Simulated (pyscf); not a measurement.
## `[SiH3][SiH2][Si]([Cl])([Cl])[Cl]`, singlet

Gas-phase minimum from PySCF at ωB97X-D3(BJ)/def2-SVP, one conformer. 

```
Si
H 1 1.4909
H 1 1.4910 2 110.15
Si 1 2.3095 2 108.56 3 -119.05
Cl 4 2.0492 1 114.61 2 67.23
Cl 4 2.0531 5 108.48 1 122.04
Cl 4 2.0552 5 108.50 6 116.91
Si 1 2.3348 2 112.50 3 125.85
H 8 1.4898 1 108.69 2 -173.02
H 8 1.4905 9 109.68 1 118.00
H 8 1.4911 9 109.72 10 120.59
```
Charge 0, spin multiplicity 1.

Properties at ωB97X-D3(BJ)/def2-SVP:

```
Property                                                                                                                                                                                                                                                     Result
---------------------------------------------------------------------------------------------------------------------  --------------------------------------------------------------------------------------------------------------------------------------------
Harmonic wavenumbers, unscaled                                                                                         21, 58, 94, 107, 127, 180, 188, 207, 356, 376, 455, 515, 524, 581, 615, 622, 688, 727, 884, 923, 950, 954, 2248, 2256, 2260, 2265, 2271 cm⁻¹
Zero-point energy                                                                                                                                                                                                                                     30.7 kcal/mol
Rotational symmetry number                                                                                                                                                                                                                                        1
Entropy of this conformer at 298 K and 1 atm, rigid rotor and harmonic oscillator, modes under 100 cm⁻¹ raised to 100                                                                                                                               428.8 J/(mol K)
Dipole moment                                                                                                                                                                                                                                                1.80 D
```

Single-point totals, which compare only within one level:

```tsv
level	total energy (hartree)
ωB97X-D3(BJ)/def2-TZVP	-2252.42403
PBE/def2-TZVP	-2251.29221
r²SCAN/def2-TZVP	-2252.14526
B3LYP-D3(BJ)/def2-TZVP	-2252.44615
PBE0-D3(BJ)/def2-TZVP	-2251.50898
M06-2X/def2-TZVP	-2252.19823
ωB97M-D3(BJ)/def2-TZVP	-2252.58967
```

The lowest mode is so soft that the shape along it may change with the basis. Soft torsions are taken as harmonic, which can shift the entropy by several J/(mol K).
